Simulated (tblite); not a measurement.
Species: C3H4F3S (charge -1).
Atom-mapped SMILES: `[CH3:1][C@@H:2]([S-:3])[C:4]([F:5])([F:6])[F:7]` (hydrogens: H8, H9, H10 on C1; H11 on C2)

Computed with GFN2-xTB (tblite): harmonic, unscaled wavenumbers at the GFN2-xTB geometry, gas phase. The method is semi-empirical: single wavenumbers can be off by several per cent or more.

Harmonic wavenumbers (cm⁻¹): 64.5, 155.2, 199.0, 220.5, 264.9, 334.4, 406.2, 473.3, 507.7, 582.6, 708.0, 770.2, 906.1, 988.5, 1032.4, 1060.6, 1094.7, 1185.4, 1198.9, 1278.7, 1392.3, 1484.5, 1501.0, 2835.5, 2951.4, 3023.9, 3038.4.

A = 3106, B = 1768, C = 1432 MHz; mass 128.999 u (most abundant isotopes); point group C1, symmetry number 1.

**Question.** What is the zero-point energy?

**Answer.** ½Σν̃ = 14829 cm⁻¹ = 177.40 kJ/mol.

**Question.** What is S at 298.15 K and 1 bar for an ideal gas of classical rigid rotors and harmonic oscillators?

**Answer.** Translation 169.47, rotation 117.59, vibration 74.55: S = 361.6 J/(mol K).

**Question.** And Cp and H(298.15 K) − H(0)?

**Answer.** Cp = 117.41 J/(mol K), of which vibrations give 84.16 (their classical limit is 27 R = 224.5); H(298.15 K) − H(0) = 22.39 kJ/mol without the zero-point energy, 12.48 from vibrations.

**Question.** Which modes carry the vibrational entropy at 298.15 K?

**Answer.** 64.5 cm⁻¹: 18.05; 155.2 cm⁻¹: 10.91; 199.0 cm⁻¹: 8.96; 220.5 cm⁻¹: 8.18; 264.9 cm⁻¹: 6.82; 334.4 cm⁻¹: 5.18 J/(mol K); the other 21 give 16.44 together.

**Question.** How do the functions run with temperature in this model?

**Answer.** 
```csv
T (K),S (J/(mol K)),Cp (J/(mol K)),H − H(0) (kJ/mol),G − H(0) (kJ/mol),ln q(vib)
150,296.0,77.0,7.90,-36.50,1.49
250,342.0,105.0,17.03,-68.47,3.12
400,399.5,140.9,35.58,-124.21,5.65
600,463.5,174.4,67.37,-210.72,8.92
900,540.3,203.7,124.52,-361.76,13.40
```

q(vib) and H(0) count from the zero-point level.

**Question.** Blend soft modes into free rotors: weight 1/[1 + (100 cm⁻¹/ν̃)⁴] for the oscillator and the rest for a rotor with moment μB/(μ + B), μ = h/(8π²ν), B = 10⁻⁴⁴ kg m². What vibrational entropy results?

**Answer.** 70.86 J/(mol K) in place of 74.55, which changes −T·S at 298.15 K by +1.10 kJ/mol.

**Question.** What must be added to the electronic energy to get the Gibbs energy at 298.15 K and 1 bar?

**Answer.** ZPE + [H(298.15 K) − H(0)] − T·S = 177.40 + 22.39 − 107.81 = 91.98 kJ/mol.

Hindered rotation and anharmonicity are outside this model. The structure is chiral; the term R ln 2 for an equal mix with its mirror image is left out.

Conformer computed: `[CH3:1][C@@H:2]([S-:3])[C:4]([F:5])([F:6])[F:7]`: C1–C2–C4–F5 177°.
